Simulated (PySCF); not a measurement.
# Radial density of S⁺ (sulfur, charge +1)

BP86, [Ne] 3s2 3p3, high-spin 4S determinant. Calculation: PySCF 2.14, in aug-cc-pVDZ-DK; the spin-free X2C one-electron Hamiltonian (Gaussian nucleus).

```csv
r (bohr),4πr²ρ (e/bohr),4πr²(ρα − ρβ)
0.00136,0.07250,0.0000
0.00229,0.1940,0.0000
0.00385,0.4972,0.0000
0.00648,1.247,0.0001
0.0109,2.977,0.0002
0.0183,6.509,0.0007
0.0308,12.18,0.0030
0.0518,17.61,0.0143
0.0872,17.11,0.0621
0.147,12.22,0.2055
0.247,15.20,0.3758
0.415,16.42,0.1849
0.698,5.780,0.1077
1.17,3.097,1.4336
1.97,2.437,1.5173
3.32,0.3251,0.2462
5.59,0.003408,0.0032
9.40,1.768e-05,0.0000
```

Densities and radii are taken from the X2C orbitals without a picture-change correction, which distorts them close to the nucleus.
